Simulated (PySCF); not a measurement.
Predicted microwave data (PBE0/pcSseg-1 in PySCF (dipole) on a GFN2-xTB geometry, gas phase) for one isomer of C10H7Cl:

| Property | Result |
| --- | --- |
| Rotational constants | A = 2770, B = 587.2, C = 484.5 MHz |
| Dipole components | \|μa\| = 1.88 D, \|μb\| = 0.44 D, \|μc\| = 0.00 D |
| Inertial defect | 0.00 u·Å² |
| κ | -0.91 |

Question: Which structure is it? (One computed conformer of each.)
A. `Clc1cccc2ccccc12`
B. `Clc1ccc2ccccc2c1`
C. `c12-c(cc(c1)Cl)ccccc2`

Answer: B. It is Clc1ccc2ccccc2c1, a near-prolate asymmetric top, point group Cs. The candidates at the same level (rigid rotor, commonest isotopes):

```tsv
SMILES	A (MHz)	B (MHz)	C (MHz)	μa (D)	μb (D)	μc (D)	Δ (u·Å²)	point group	rotor
Clc1cc2cccccc-2c1	2881	552.1	463.3	2.88	0.00	0.00	0.00	C2v	near-prolate asymmetric top
Clc1ccc2ccccc2c1	2770	587.2	484.5	1.88	0.44	0.00	0.00	Cs	near-prolate asymmetric top
Clc1cccc2ccccc12	1543	926.6	578.9	1.33	1.00	0.00	0.00	Cs	asymmetric top
```

`Clc1cccc2ccccc12` has B 58 % too high; `Clc1cc2cccccc-2c1` has B 6 % too low. In the right answer the mirror of this Cs structure is the ab plane, so μc vanishes by symmetry. No structure here is proved a minimum.
